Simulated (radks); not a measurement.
Values are calculated unless marked as measured or tabulated.
Species: the dysprosium ion Dy2+. Configuration: [Kr] 4d10 4f10 5s2 5p4 6s2 (not the ground configuration). Code: a radial shooting solver on a logarithmic mesh with Libxc functionals. Model: scalar-relativistic Kohn-Sham, r2SCAN, spin-polarised, spherical densities, finite nucleus; open shells are filled with parallel spins first (spin-orbit coupling, left out, can overturn this in heavy ions); meta-GGA in the generalised Kohn-Sham scheme; Fermi nuclear charge, rms radius 5.2218 fm.

Local quantities along the radius. ELF = 1/(1 + alpha^2) is the electron localisation function; alpha = (tau - tau_W)/tau_unif compares the Pauli kinetic energy density with that of the uniform gas (summed over spins); -r V(r) is the screened charge that the Kohn-Sham potential of spin up presents (atomic units). tau is taken from the large components.

r (bohr),ELF,alpha,-r V(r)
0.002186,0.999,0.02833,65.22
0.002939,0.999,0.03268,64.94
0.003983,0.998,0.04024,64.54
0.005398,0.997,0.05365,64.02
0.007257,0.994,0.07823,63.34
0.009835,0.983,0.1305,62.43
0.01322,0.942,0.2473,61.30
0.01792,0.775,0.5391,59.79
0.02429,0.444,1.118,57.75
0.03265,0.331,1.422,55.51
0.04426,0.536,0.9303,52.68
0.0595,0.735,0.6007,49.37
0.08064,0.651,0.7317,45.30
0.1093,0.356,1.346,40.60
0.1469,0.491,1.018,35.81
0.1991,0.738,0.5952,30.57
0.2699,0.484,1.032,25.02
0.3628,0.267,1.657,19.81
0.4918,0.689,0.6722,15.18
0.6611,0.639,0.7523,10.94
0.896,0.359,1.336,7.767
1.214,0.432,1.147,5.815
1.633,0.424,1.167,4.484
2.213,0.126,2.632,3.403
2.999,0.415,1.187,3.071
4.032,0.939,0.2545,2.773
5.464,0.989,0.1058,2.304
7.346,0.980,0.1411,0.9186

On this mesh the ELF has minima near r = 0.033, 0.11, 0.31, 1.0, 2.2 bohr, which separate the shells, and maxima near 0.069 (0.74), 0.20 (0.74), 0.57 (0.72), 1.4 (0.49), 6.4 (0.99).
